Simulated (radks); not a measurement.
Values are calculated unless marked as measured or tabulated.
Question: Valence configurations of the palladium ion Pd2+ (all share [Kr]). Level of theory: Dirac Kohn-Sham, PBE, spin-unpolarised, spherical densities, finite nucleus; open shells fill j = l - 1/2 first; Fermi nuclear charge, rms radius 4.5318 fm (a radial shooting solver on a logarithmic mesh with Libxc functionals). Order these by energy: 4d6 5p2; 4d7 5p1; 4d7 5s1; 4d6 5s2; 4d5 5s2 5p1; 4d8; 4d4 5s2 5p2.

Answer: From the lowest, in eV above it: 4d8 0.000; 4d7 5s1 7.891; 4d7 5p1 14.182; 4d6 5s2 18.007; 4d6 5p2 31.485; 4d5 5s2 5p1 37.600; 4d4 5s2 5p2 60.583. NIST lists [Kr] 4d8 as the ground configuration; this level of theory agrees among the configurations tried. The energies are those of spherical spin-averaged densities, not of single terms.
